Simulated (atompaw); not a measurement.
How hard is this Ne PAW (atompaw) potential?

Ne (Z = 10), PAW, made with atompaw 4.2.0.5 (PBEsol, non-relativistic). Core [He], reference 2s2 2p6. Waves: 2s (bound): rc 0.80 bohr; 2s channel at -0.9 Ry: rc 0.80 bohr; 2p (bound): rc 0.80 bohr; 2p channel at 0.5 Ry: rc 0.75 bohr. Local part: troulliermartins scheme with l = 2 at 0 Ry, radius 0.55 bohr. Core correction: smooth core density matched at 0.75 bohr. Augmentation charge: sinc compensation charge, radius 0.75 bohr; PAW radius 0.80 bohr; waves and projectors: custom rrkj gramschmidtortho.

The pseudo-atom Hamiltonian at the reference potential is diagonalised in spherical Bessel functions j_l(qr) that vanish at 20 bohr, with q² up to the cutoff. All-electron valence levels (Ry): 2s -2.6514, 2p -0.9764.

Problem. How do the lowest levels (Ry) of each channel move with the cutoff, and are there ghosts?

Solution.

```json
{"cutoff (Ry)": "8", "s #1": "-2.1682", "s #2": "0.0033", "p #1": "0.0175", "d #1": "0.0813", "d #2": "0.1965", "f #1": "0.1214", "Σ f·Δε (mRy)": "6930.2"}
{"cutoff (Ry)": "15", "s #1": "-2.5097", "s #2": "-0.0015", "p #1": "-0.1300", "d #1": "0.0813", "d #2": "0.1965", "f #1": "0.1214", "Σ f·Δε (mRy)": "5361.8"}
{"cutoff (Ry)": "21", "s #1": "-2.6099", "s #2": "-0.0029", "p #1": "-0.2921", "d #1": "0.0813", "d #2": "0.1965", "f #1": "0.1214", "Σ f·Δε (mRy)": "4189.1"}
{"cutoff (Ry)": "30", "s #1": "-2.6404", "s #2": "-0.0034", "p #1": "-0.5577", "d #1": "0.0813", "d #2": "0.1965", "f #1": "0.1214", "Σ f·Δε (mRy)": "2534.4"}
{"cutoff (Ry)": "45", "s #1": "-2.6496", "s #2": "-0.0035", "p #1": "-0.8124", "d #1": "0.0813", "d #2": "0.1965", "f #1": "0.1214", "Σ f·Δε (mRy)": "987.7"}
{"cutoff (Ry)": "60", "s #1": "-2.6507", "s #2": "-0.0035", "p #1": "-0.9084", "d #1": "0.0813", "d #2": "0.1965", "f #1": "0.1214", "Σ f·Δε (mRy)": "409.5"}
{"cutoff (Ry)": "80", "s #1": "-2.6511", "s #2": "-0.0035", "p #1": "-0.9600", "d #1": "0.0813", "d #2": "0.1965", "f #1": "0.1214", "Σ f·Δε (mRy)": "99.3"}
{"cutoff (Ry)": "100", "s #1": "-2.6514", "s #2": "-0.0035", "p #1": "-0.9730", "d #1": "0.0813", "d #2": "0.1965", "f #1": "0.1214", "Σ f·Δε (mRy)": "20.5"}
{"cutoff (Ry)": "140", "s #1": "-2.6514", "s #2": "-0.0035", "p #1": "-0.9760", "d #1": "0.0813", "d #2": "0.1965", "f #1": "0.1214", "Σ f·Δε (mRy)": "2.4"}
{"cutoff (Ry)": "200", "s #1": "-2.6515", "s #2": "-0.0035", "p #1": "-0.9763", "d #1": "0.0813", "d #2": "0.1965", "f #1": "0.1214", "Σ f·Δε (mRy)": "0.8"}
{"cutoff (Ry)": "260", "s #1": "-2.6515", "s #2": "-0.0035", "p #1": "-0.9764", "d #1": "0.0813", "d #2": "0.1965", "f #1": "0.1214", "Σ f·Δε (mRy)": "0.2"}
{"cutoff (Ry)": "400", "s #1": "-2.6515", "s #2": "-0.0035", "p #1": "-0.9764", "d #1": "0.0813", "d #2": "0.1965", "f #1": "0.1214", "Σ f·Δε (mRy)": "0.0"}
```

Result: no extra level below or beside the all-electron valence levels (s, p, d, f tested); 10 mRy is reached at 110 Ry and 1 mRy at 200 Ry.
